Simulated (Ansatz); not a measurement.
BH$_{7}$SSi$_{2}$, SMILES `[SiH3][SiH2]BS`, relaxed with RKS PBE-D4/def2-SVP in the Gaussian-basis code of Ansatz from a rough embedded geometry. The force threshold is 0.03 eV/Å; the program also tests the step.

The species carries charge 0 and has multiplicity 1.

Start:

```xyz
11

Si   -0.673    0.446    1.621
Si   -0.767   -0.458   -0.371
B     0.667    0.255   -1.408
S     2.472    0.093   -0.916
H    -1.823   -0.123    2.465
H    -0.880    1.912    1.575
H     0.580    0.149    2.290
H    -2.057   -0.100   -1.040
H    -0.586   -1.884   -0.247
H     0.473    0.880   -2.411
H     2.593   -1.170   -1.557
```

Question: How much energy does the relaxation release, and in how many steps? (An estimate is asked.)

Answer: Ansatz gave: 33.12 kcal/mol, in 9 steps.

Question: Which bonds change most? (An estimate is asked.)

Answer: The calculation gave: Si1–Si2 from 2.190 to 2.362 Å; B3–S4 from 1.878 to 1.778 Å; Si2–B3 from 1.908 to 2.003 Å; Si2–H9 from 1.444 to 1.511 Å.

Question: Give the relaxed structure. (Best estimate.)

Answer: Computed: 
```xyz
11

Si   -0.686    0.453    1.634
Si   -0.738   -0.526   -0.515
B     0.716    0.390   -1.545
S     2.417   -0.127   -1.523
H    -1.757   -0.116    2.527
H    -0.877    1.943    1.537
H     0.657    0.188    2.262
H    -2.117   -0.355   -1.098
H    -0.466   -2.001   -0.337
H     0.539    1.417   -2.169
H     2.313   -1.267   -0.773
```
